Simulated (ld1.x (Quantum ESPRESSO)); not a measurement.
**Scattering properties, TM potential for bromine (Br)**

bromine (Br), norm-conserving Troullier–Martins (Kleinman–Bylander form), made with ld1.x (Quantum ESPRESSO) 7.5 (PBEsol, scalar-relativistic). Core [Ar] 3d10, reference 4s2 4p5. Waves: 4s (bound): rc 1.20 bohr; 4p (bound): rc 1.50 bohr. Local part: the p channel. Core correction: a·sin(br)/r model core inside 0.90 bohr.

The phase is arctan(r·u′/u) with u = r·R(r), unwrapped; energies in Ry, scanned from -3 to 5 Ry. A pole is an energy at which the radial function vanishes at the test radius. The pseudo phase is shifted by a multiple of π to meet the all-electron one at the reference energy, and phase errors are pseudo minus all-electron; the curves can meet again beyond the range given. Levels narrower than the energy grid can be missing from the lists of poles.

```tsv
channel	radius (bohr)	reference energy (Ry)	poles, all-electron	poles, pseudo	unbroken range about the reference energy with phases within 0.05 rad	phase error 1 Ry above the reference energy (rad)
s	1.65	-1.48	2.98	3.14	the whole range	+0.002
p	1.65	-0.58	none	4.58	the whole range	-0.005
```

Phases in the p channel:

```
E (Ry)  all-electron  pseudo
 -3.00         1.075   1.071
 -2.52         1.001   0.997
 -2.04         0.893   0.890
 -1.56         0.730   0.728
 -1.08         0.472   0.471
 -0.60         0.079   0.079
 -0.12        -0.391  -0.392
  0.36        -0.775  -0.780
  0.84        -1.026  -1.033
  1.32        -1.185  -1.194
  1.80        -1.291  -1.301
  2.28        -1.366  -1.377
  2.76        -1.422  -1.435
  3.24        -1.465  -1.480
  3.72        -1.500  -1.517
  4.20        -1.530  -1.548
  4.68        -1.555  -1.576
```
